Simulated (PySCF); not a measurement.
Ground-state electric properties of a mixed set of molecules.

All values: PBE0/def2-SVPD (PySCF) at GFN2-xTB geometries, gas phase, one conformer each. Core orbitals are frozen in the response; Δα² is half the sum of the squared differences of the principal polarisabilities.

Question: Rank by HOMO energy, highest first.
A. `O[SiH2][C@@H]1C[C@@H]1Cl`
B. `C[SiH2]/C=C\[SiH3]`
C. `[C@@H]1([C@@H](C1)Cl)[SiH2]O`
D. `C(Cl)[Si@@H](C)C=O`

Answer: D (-7.10 eV), C (-7.67 eV), B (-7.85 eV), A (-8.08 eV).

Question: Rank by dipole moment, lowest first.
A. `[OH:1][SiH2:2][C@@H:3]1[CH2:4][C@H:5]1[Cl:6]` with H–O1–Si2–C3 180°, O1–Si2–C3–C4 33°
B. `[CH3:1][SiH2:2]/[CH:3]=[CH:4]\[SiH3:5]` with C1–Si2–C3–C4 -85°
C. `[OH:1][SiH2:2][C@@H:3]1[CH2:4][C@@H:5]1[Cl:6]` with H–O1–Si2–C3 52°, O1–Si2–C3–C4 28°

Answer: B (0.71 D), C (2.21 D), A (2.83 D).

Question: Rank by mean static polarisability, lowest first.
A. `O[SiH2][C@@H]1C[C@H]1Cl`
B. `C[SiH2]/C=C\[SiH3]`
C. `O[SiH2][C@@H]1C[C@@H]1Cl`
D. `C[Si@@H](C=O)CCl`

Answer: C (11.17 Å³), A (11.45 Å³), D (11.86 Å³), B (13.59 Å³).

All values together:

```json
{"SMILES": "O[SiH2][C@@H]1C[C@@H]1Cl", "formula": "C3H7ClOSi", "μ (D)": "2.21", "HOMO (eV)": "-8.08", "LUMO (eV)": "0.28", "α (Å³)": "11.17", "Δα (Å³)": "2.11", "electrons": "64", "α per electron (Å³)": "0.175"}
{"SMILES": "C[SiH2]/C=C\\[SiH3]", "formula": "C3H10Si2", "μ (D)": "0.71", "HOMO (eV)": "-7.85", "LUMO (eV)": "-1.02", "α (Å³)": "13.59", "Δα (Å³)": "4.55", "electrons": "56", "α per electron (Å³)": "0.243"}
{"SMILES": "C[Si@@H](C=O)CCl", "formula": "C3H7ClOSi", "μ (D)": "2.09", "HOMO (eV)": "-7.10", "LUMO (eV)": "-1.73", "α (Å³)": "11.86", "Δα (Å³)": "3.49", "electrons": "64", "α per electron (Å³)": "0.185"}
{"SMILES": "O[SiH2][C@@H]1C[C@H]1Cl", "formula": "C3H7ClOSi", "μ (D)": "2.83", "HOMO (eV)": "-7.67", "LUMO (eV)": "-0.13", "α (Å³)": "11.45", "Δα (Å³)": "3.79", "electrons": "64", "α per electron (Å³)": "0.179"}
```

Conformers: `[OH:1][SiH2:2][C@@H:3]1[CH2:4][C@@H:5]1[Cl:6]` with H–O1–Si2–C3 52°, O1–Si2–C3–C4 28°; `[CH3:1][SiH2:2]/[CH:3]=[CH:4]\[SiH3:5]` with C1–Si2–C3–C4 -85°; `[CH3:1][Si@@H:2]([CH:3]=[O:4])[CH2:5][Cl:6]` with C1–Si2–C3–O4 112°, C1–Si2–C5–Cl6 61°; `[OH:1][SiH2:2][C@@H:3]1[CH2:4][C@H:5]1[Cl:6]` with H–O1–Si2–C3 180°, O1–Si2–C3–C4 33°.
